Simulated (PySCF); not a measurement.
Mapped SMILES: `[NH2:1][C:2](=[O:3])[C:4]([F:5])([F:6])[F:7]`. Hydrogens are named by the atom that carries them. Ha(N1) is cis to the C=O or C=S heteroatom; Hb(N1) is trans to the C=O or C=S heteroatom.

GIAO PBE0/pcSseg-1 shifts (PySCF, gas phase, non-relativistic, equivalent atoms averaged), each against references optimised in the same way as the molecule (NH3, TMS, H2O, CFCl3).

On the GFN2-xTB geometry: N1 111.1, C2 159.3, C4 125.9, O3 409.8, F5/F6/F7 -90.3, Hb(N1) 5.37, Ha(N1) 4.79 ppm.

What changes on the PBE0-D3(BJ)/def2-SVP geometry?

Results:


```json
{"atoms": "N1", "δ (ppm)": "112.1", "change": "+1.0"}
{"atoms": "C2", "δ (ppm)": "160.1", "change": "+0.8"}
{"atoms": "C4", "δ (ppm)": "120.2", "change": "-5.7"}
{"atoms": "O3", "δ (ppm)": "408.3", "change": "-1.5"}
{"atoms": "F5/F6/F7", "δ (ppm)": "-90.7", "change": "-0.4"}
{"atoms": "Hb(N1)", "δ (ppm)": "5.71", "change": "+0.34"}
{"atoms": "Ha(N1)", "δ (ppm)": "4.57", "change": "-0.22"}
```

Unscaled 19F shifts against computed CFCl3 carry errors that often reach 10 to 50 ppm.

Bonds between heavy atoms that differ most (equivalent bonds averaged): C2–C4 1.561 → 1.544 Å, C4–F5 1.339 → 1.331 Å, C2–O3 1.199 → 1.205 Å, N1–C2 1.341 → 1.348 Å. Mean change of bonds to hydrogen: N–H +0.004 Å. The two structures also differ in conformation, which adds to the changes.
